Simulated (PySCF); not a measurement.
B(Cl)(OMe)(SH) (CH4BClOS), SMILES COB(S)Cl.

Geometry: r2SCAN-D4/def2-SVP. Other conformers were not sampled.

Two levels are set side by side: PBE/def2-TZVP (PySCF) and CAM-B3LYP/def2-TZVP (PySCF). Same geometry, gas phase. Differences are taken from unrounded values.

```json
[
 {"quantity": "orbital gap (eV)", "CAM-B3LYP": "10.39"},
 {"quantity": "highest occupied level (eV)", "CAM-B3LYP": "-9.29"},
 {"quantity": "lowest empty level (eV)", "CAM-B3LYP": "1.10"},
 {"quantity": "dipole moment (D)", "CAM-B3LYP": "1.85"},
 {"quantity": "mean polarisability (bohr³)", "CAM-B3LYP": "59.7"}
]
```

### Question
What does PBE give, and how far is it from CAM-B3LYP? (The exact figures need the calculation; the answer reports its results.)

### Answer

| quantity | PBE | PBE minus CAM-B3LYP |
|---|---|---|
| orbital gap (eV) | 5.70 | -4.69 |
| highest occupied level (eV) | -6.71 | 2.57 |
| lowest empty level (eV) | -1.01 | -2.12 |
| dipole moment (D) | 1.75 | -0.10 |
| mean polarisability (bohr³) | 62.6 | 2.9 |

PBE's occupied levels lie high since its potential decays too fast outside the molecule; exact exchange lowers them and widens the gap. Loosely held outer electrons make PBE densities more polarisable. Differences between two approximate levels are no errors against the true value.

Rough cost on one machine, each run with all the roots and properties that it gave: CAM-B3LYP against PBE within a factor of 2.
